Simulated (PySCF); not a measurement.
Species: `Cc1nncn1[SiH](C)C`. The columns A, B, C and D hold Mulliken, IAO, Hirshfeld and ESP-fitted charges (e) of one PBE0/pcSseg-1 density (PySCF), in a shuffled order. Coordinates in Å (PBE0-D3(BJ)/def2-SVP); the density's dipole moment is (-5.18, -3.88, 0.58) D.

| atom | x | y | z | A | B | C | D |
| --- | --- | --- | --- | --- | --- | --- | --- |
| C1 | 2.453 | -1.165 | 0.009 | -0.603 | -0.196 | -0.434 | -0.115 |
| C2 | 1.900 | 0.209 | -0.102 | +0.526 | +0.229 | +0.183 | +0.088 |
| N3 | 2.626 | 1.291 | -0.230 | -0.384 | -0.285 | -0.240 | -0.170 |
| N4 | 1.786 | 2.359 | -0.302 | -0.353 | -0.259 | -0.220 | -0.170 |
| C5 | 0.572 | 1.900 | -0.218 | +0.143 | +0.251 | +0.015 | +0.027 |
| N6 | 0.559 | 0.531 | -0.090 | -0.177 | -0.754 | -0.377 | -0.116 |
| Si7 | -0.902 | -0.502 | 0.053 | +0.798 | +0.887 | +1.045 | +0.433 |
| C8 | -1.985 | -0.171 | -1.431 | -0.776 | -0.631 | -0.727 | -0.211 |
| C9 | -1.752 | -0.103 | 1.666 | -0.765 | -0.626 | -0.728 | -0.211 |
| H10 | 3.546 | -1.087 | -0.012 | +0.171 | +0.152 | +0.178 | +0.059 |
| H11 | 2.130 | -1.808 | -0.824 | +0.161 | +0.143 | +0.153 | +0.048 |
| H12 | 2.153 | -1.657 | 0.947 | +0.163 | +0.141 | +0.152 | +0.048 |
| H13 | -0.332 | 2.508 | -0.245 | +0.105 | +0.111 | +0.159 | +0.065 |
| H14 | -0.386 | -1.899 | 0.044 | -0.154 | -0.078 | -0.128 | -0.073 |
| H15 | -2.879 | -0.814 | -1.409 | +0.206 | +0.149 | +0.161 | +0.050 |
| H16 | -1.440 | -0.371 | -2.365 | +0.175 | +0.159 | +0.166 | +0.051 |
| H17 | -2.324 | 0.876 | -1.450 | +0.198 | +0.150 | +0.157 | +0.048 |
| H18 | -2.642 | -0.737 | 1.804 | +0.205 | +0.149 | +0.160 | +0.050 |
| H19 | -1.075 | -0.270 | 2.517 | +0.171 | +0.158 | +0.165 | +0.051 |
| H20 | -2.077 | 0.949 | 1.690 | +0.191 | +0.151 | +0.158 | +0.048 |

Which column most likely holds the ESP-fitted charges?

A. Σ q r misses the density's dipole by 0.07 D (A), 1.11 D (C), 2.07 D (D), 2.49 D (B). Charges fitted to the outside potential are the only set here that is tied to the molecule's multipoles.

And the Hirshfeld charges?

D. The mean sizes are 0.107 e (D), 0.283 e (B), 0.285 e (C), 0.321 e (A), and Hirshfeld charges are commonly the smallest of these schemes.

As computed, A = ESP-fitted, B = Mulliken, C = IAO, D = Hirshfeld. Hydrogens on carbon: ESP-fitted +0.11 to +0.21, Mulliken +0.11 to +0.16, IAO +0.15 to +0.18, Hirshfeld +0.05 to +0.07 e.

The IAO scheme counts the electrons in orthogonalised intrinsic atomic orbitals, a minimal basis polarised so that it spans the occupied orbitals exactly. The Mulliken scheme gives each basis function's population to the atom it is centred on and halves the overlap population of two atoms between them.

Isolated species at its PBE0-D3(BJ)/def2-SVP geometry (one conformer only).

These values come from a run that also computed NMR shieldings. Time: 40 s wall; peak memory 0.99 GiB. Hardware: one thread, Arm Neoverse V1 (aarch64), on a shared host.

The values belong to the conformer `[CH3:1][c:2]1[n:3][n:4][cH:5][n:6]1[SiH:7]([CH3:8])[CH3:9]`: C5–N6–Si7–C8 56°.
